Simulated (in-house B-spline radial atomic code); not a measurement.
B3LYP (VWN-RPA) excitations of the tellurium ion Te⁶⁺

Method: B3LYP (VWN-RPA). Computed with an all-electron radial atomic-structure program (B-spline basis): linear response of the closed shell [Kr] 4d10 with the functional's adiabatic kernel; scalar-relativistic (spin-free one-electron X2C), finite nucleus, no spin-orbit coupling, no double excitations, S, P, D and F terms only; shells from n = 2 respond. Only terms of natural parity with L up to 3 were computed.

Command:
```bash
python run_td.py task.json out
```
Settings (radii: box in bohr, nucleus in fm):
```
Z                        52
electrons                46
configuration            [Kr] 4d10
hamiltonian              x2c
method                   b3lyp
box_radius               14.35
rms_radius               4.7423
intervals                70
```

Run time, properties included: 2.4 s on 1 thread of Intel(R) Xeon(R) Platinum 8375C CPU @ 2.90GHz (Ice Lake) (shared host).

The lowest states, in the order of their Tamm-Dancoff energies; the method's threshold (minus the highest occupied level) is 116.26 eV. Labels give the largest channel, * marks a mixed state, and oscillator strengths are full-response dipole values. Semilocal kernels can invert the small singlet-triplet splittings of Rydberg terms. Energies in eV:

```csv
state,full response,Tamm-Dancoff,oscillator strength
4d → 5s 3D,36.25,36.27,-
4d → 5s 1D,37.16,37.17,-
4d → 5p 3P,49.20,49.22,-
4d → 5p 3F,49.47,49.48,-
4d → 5p 1F,50.09,50.09,-
4d → 5p 1P,51.13,51.21,0.93
4d → 4f 3P,?,?,-
4d → 5d 3S,67.77,67.80,-
4d → 5d 3D,68.53,68.54,-
4d → 4f 3F,68.64,68.67,-
4d → 5d 1D,69.14,69.16,-
4d → 4f 1F,70.67,70.70,-
4d → 5d 1S,73.36,73.87,-
4d → 6s 3D,75.81,75.82,-
4d → 6s 1D,?,?,-
4d → 4f 1P,78.10,78.86,4.28
4d → 6p 3P,81.14,81.14,-
4d → 6p 3F,81.22,81.22,-
4d → 6p 1F,81.39,81.39,-
4d → 6p 1P,81.75,81.79,0.454
4d → 5f 3P,87.54,87.55,-
4d → 5f 3F,87.86,87.87,-
```

**Question.** Where does 4d → 6s 1D lie?

**Answer.** At 76.04 eV in full response, 76.04 eV in Tamm-Dancoff.

**Question.** Where does 4d → 4f 3P lie?

**Answer.** At 67.43 eV in full response, 67.47 eV in Tamm-Dancoff.

**Question.** How large is the singlet-triplet splitting of 4d → 5s (D terms) in Tamm-Dancoff?

**Answer.** 0.905 eV, from the unrounded values.

**Question.** What polarisabilities and dispersion coefficient does the method give?

**Answer.** Dipole 1.341 bohr³, quadrupole 1.911 bohr⁵, C6 4.13 hartree·bohr⁶ for two such species.
